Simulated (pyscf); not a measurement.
## HN=N–GeH₃ (SMILES N=[N][GeH3]), singlet

Gas-phase minimum from PySCF at ωB97X-D3(BJ)/def2-SVP, one conformer. HN=N–GeH₃ lies 19.4 kcal/mol over its isomer H₂N–NH–GeH: [singlet] (electronic energy, ωB97M-D3(BJ)). 

SMILES: N=[N][GeH3]
```xyz
7

N      0.1988     1.0152     1.0797
N     -0.7130     0.1923     1.1799
Ge    -0.4872    -1.5692     0.4745
H      1.0477     0.6295     0.5882
H      0.9339    -1.6025    -0.1348
H     -0.6404    -2.5588     1.6330
H     -1.5723    -1.7900    -0.5831
```

Bond lengths (Å): N1–N2 1.232, N1–H4 1.054, N2–Ge3 1.911, Ge3–H5 1.547, Ge3–H6 1.531, Ge3–H7 1.531. Angles (°): N2–N1–H4 112.9, N1–N2–Ge3 119.9, N2–Ge3–H5 105.9, N2–Ge3–H6 107.7, N2–Ge3–H7 107.7, H5–Ge3–H6 112.1, H5–Ge3–H7 112.1, H6–Ge3–H7 111.0.

Properties at ωB97X-D3(BJ)/def2-SVP:

```yaml
harmonic_wavenumbers_unscaled: 158, 299, 516, 537, 683, 840, 867, 894, 901, 1493, 1752, 2137, 2217, 2219, 3047 cm⁻¹
zero_point_energy: 26.5 kcal/mol
rotational_symmetry_number: 1
Entropy of this conformer at 298 K and 1 atm, rigid rotor and harmonic oscillator, modes under 100 cm⁻¹ raised to 100: 291.8 J/(mol K)
dipole_moment: 2.93 D
```

Single-point totals, which compare only within one level (frozen core for MP2 and CC):

```csv
level,total energy (hartree)
ωB97X-D3(BJ)/def2-TZVP,-2188.86898
PBE/def2-TZVP,-2188.43648
r²SCAN/def2-TZVP,-2188.80735
B3LYP-D3(BJ)/def2-TZVP,-2188.93857
PBE0-D3(BJ)/def2-TZVP,-2188.49053
M06-2X/def2-TZVP,-2188.82821
ωB97M-D3(BJ)/def2-TZVP,-2188.92873
HF/def2-TZVPP,-2186.55915
MP2/def2-TZVPP,-2187.22430
CCSD/def2-TZVPP,-2187.24421
CCSD(T)/def2-TZVPP,-2187.27405
```

Soft torsions are taken as harmonic, which can shift the entropy by several J/(mol K). The CCSD(T) − MP2 part came from Ansatz, without density fitting, on the same reference. The frozen core leaves the outer d or s,p core shells of the metals and heavy elements correlated in the MP2 and CC values, and def2-TZVPP describes them poorly, so these totals are far from the basis limit. Elements up to Kr have no core potential and no relativistic terms here.
